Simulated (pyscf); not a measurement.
Optimised with ωB97X-D3(BJ)/def2-SVP in PySCF.

Problem. PBE/def2-TZVP puts the barrier of HO–InH–O–SiH₃ → HO–In [singlet] + HO–SiH₃ (1,1-elimination; singlet surface; In–O, H–In broken, H–O formed) at 1.38 eV and the reaction energy at -0.30 eV, from the reactant's lowest minimum found. What do PBE0-D3(BJ)/def2-TZVP, M06-2X/def2-TZVP, ωB97M-D3(BJ)/def2-TZVP give on the same structures?

Solution. PBE0-D3(BJ): ΔE‡ = 1.71 eV, ΔE = -0.16 eV; M06-2X: ΔE‡ = 1.92 eV, ΔE = -0.07 eV; ωB97M-D3(BJ): ΔE‡ = 1.89 eV, ΔE = -0.16 eV. PBE's barrier lies under all of them, by 0.33 to 0.54 eV. Its reaction energy lies under all of them, by 0.14 to 0.24 eV. Low barriers are usual for a GGA, whose delocalisation error favours stretched bonds. On the product side the descent ends in an adduct with a In–O, O–Si contact (not fully relaxed), 0.83 eV under the separated species and 2.78 eV under the saddle at ωB97X-D3(BJ)/def2-TZVP. What is counted as broken (In–O) persists as a longer contact in the product adduct; parting that adduct is a step of its own. At ωB97X-D3(BJ) the barrier from the zero used here is 2.05 eV. One saddle was located; it need not be the lowest between these sides. Elements past Kr carry the def2 core potentials, without spin-orbit coupling.
